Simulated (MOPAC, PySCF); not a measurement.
C8H10SSi, SMILES `C=Cc1c([SiH3])cccc1S` (C–C–C–C torsion -133°, C–C–S–H torsion 16°), neutral singlet in the gas phase. 

Cartesian coordinates (Å):
SMILES: c1(c(c(ccc1)S)C=C)[SiH3]
```xyz
20

C     -1.4588    -2.3452    -0.3180
C     -0.6888    -1.5096     0.3932
C     -0.3674    -0.0980     0.0777
C      0.9936     0.3005     0.1749
Si     2.3507    -0.9147     0.6696
C      1.3655     1.6135    -0.1459
C      0.4054     2.5480    -0.5398
C     -0.9332     2.1776    -0.6017
C     -1.3350     0.8650    -0.2995
S     -3.0913     0.5763    -0.4200
H     -1.9688    -2.0287    -1.2313
H     -1.5858    -3.3857    -0.0079
H     -0.1849    -1.9123     1.2810
H      3.6498    -0.1841     0.6431
H      2.1319    -1.4532     2.0457
H      2.4191    -2.0752    -0.2645
H      2.4147     1.9127    -0.0857
H      0.6978     3.5723    -0.7826
H     -1.6916     2.9149    -0.8755
H     -3.1228    -0.5741     0.2874
```
Charge 0, spin multiplicity 1.

All levels are single points at this geometry (B3LYP-D3(BJ)/def2-SVP); Pople sets use spherical d functions. Orbital energies aren't observables, and empty levels follow the basis.

ωB97X-D3(BJ)/def2-TZVP in PySCF gives gap (eV) = 9.18.

**Question.** Estimate the gap (eV) from each of these levels: B3LYP/6-311+G** in PySCF; B3LYP/6-31G* in PySCF; M06-2X/6-31G* in PySCF; PBE/6-31G* in PySCF; HF/6-31G* in PySCF; HF/STO-3G in PySCF; PM6 in MOPAC; PM7 in MOPAC.

**Answer.** 
```csv
level,gap (eV)
B3LYP/6-311+G** in PySCF,4.64
B3LYP/6-31G* in PySCF,4.83
M06-2X/6-31G* in PySCF,7.05
PBE/6-31G* in PySCF,3.33
HF/6-31G* in PySCF,10.80
HF/STO-3G in PySCF,12.40
PM6 in MOPAC,8.27
PM7 in MOPAC,8.13
```
